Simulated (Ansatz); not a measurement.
**Relative stability**

Two isomers of H2TeS2, singlet, relaxed at PBE0-D4/def2-TZVP (vibrations not checked).

A:

```xyz
5
angstrom
S -1.5370 0.1673 -1.1879
Te -0.3381 1.1405 0.6179
S 1.8910 0.4170 0.2273
H -1.8382 -0.9957 -0.5842
H 1.8223 -0.7291 0.9269
```

B:

```json
{"atom": "S1", "x (Å)": "-1.1289", "y (Å)": "-0.9594", "z (Å)": "0.1137"}
{"atom": "S2", "x (Å)": "-0.6800", "y (Å)": "0.9208", "z (Å)": "-0.0782"}
{"atom": "Te3", "x (Å)": "1.8443", "y (Å)": "1.2232", "z (Å)": "-0.3018"}
{"atom": "H4", "x (Å)": "2.0695", "y (Å)": "-0.0186", "z (Å)": "-1.3918"}
{"atom": "H5", "x (Å)": "2.2510", "y (Å)": "0.1729", "z (Å)": "0.9279"}
```

Computed with Ansatz 0.2.0 (basis: def2-TZVPP); correlated methods freeze the cores. Filled d shells of the heavier atoms are correlated. Core potentials replace the inner electrons of the atoms past krypton. The def2 sets are not built for correlating such inner shells, so the correlated values are less sure here. B3LYP uses VWN-RPA correlation.

Question: Which structure is lower at CCSD(T), and by how much? (To be estimated.)

Answer: Computed: A, by 244.9 kJ/mol (electronic energy, against the other). By their contacts, A is H₂TeS₂ ([SH][Te][SH]) and B is H₂TeS₂ ([S][S][TeH2]).

All methods give the same order:

| method | E(B) − E(A) (kJ/mol) |
| --- | --- |
| PBE-D4 | 211.4 |
| r2SCAN-D4 | 225.4 |
| PBE0-D4 | 238.5 |
| B3LYP-D4 | 231.7 |
| wB97M-V | 258.6 |
| HF | 295.1 |
| MP2 | 250.3 |
| CCSD | 258.2 |
| CCSD(T) | 244.9 |

The T1 diagnostic stays at or below 0.022. The restricted Hartree–Fock reference is unstable towards an unrestricted one at one or more of these structures.

Labels in which every atom is bracketed show which atoms are joined, not bond orders.
